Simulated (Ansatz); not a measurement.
Ligand-field states of [MnCl4]- (MnCl4⁻) at its PBE-D4/def2-SVPD geometry (relaxed as a quintet).

```xyz
5

Mn    0.000    0.000    0.000
Cl    1.361   -0.790    1.604
Cl    1.560    0.524   -1.530
Cl   -1.303    1.817   -0.217
Cl   -1.618   -1.552    0.143
```

CASSCF(4,5) on the Mn 3d shell in def2-SVP, averaged with equal weights over 5 quintets and 12 triplets and 6 singlets, then SC-NEVPT2; Ansatz, no spin–orbit coupling. The space holds no ligand orbitals and no second d shell, so covalent complexes are described poorly.

Task: Estimate the states' energies above the lowest.

Result: 
| state | CASSCF (cm⁻¹) | NEVPT2 (cm⁻¹) |
| --- | --- | --- |
| quintet 1 | 0 | 0 |
| quintet 2 | 12125 | 13939 |
| quintet 3 | 12130 | 13945 |
| quintet 4 | 13500 | 16315 |
| quintet 5 | 16680 | 19671 |
| triplet 1 | 21317 | 19613 |
| triplet 2 | 21319 | 19616 |
| triplet 3 | 22235 | 21527 |
| triplet 4 | 22791 | 22054 |
| triplet 5 | 25166 | 23764 |
| triplet 6 | 25198 | 23286 |
| triplet 7 | 25200 | 23290 |
| triplet 8 | 27304 | 25738 |
| triplet 9 | 28269 | 26150 |
| triplet 10 | 28418 | 27451 |
| triplet 11 | 28419 | 27454 |
| triplet 12 | 30224 | 30096 |
| singlet 1 | 29168 | 25714 |
| singlet 2 | 30583 | 28477 |
| singlet 3 | 30584 | 28480 |
| singlet 4 | 31933 | 30969 |
| singlet 5 | 34163 | 31365 |
| singlet 6 | 35890 | 33524 |
The lowest NEVPT2 state is a quintet. Hardware: 4 threads of Arm Neoverse V1 on a shared host. Wall time 12 s, peak host memory 0.65 GiB.
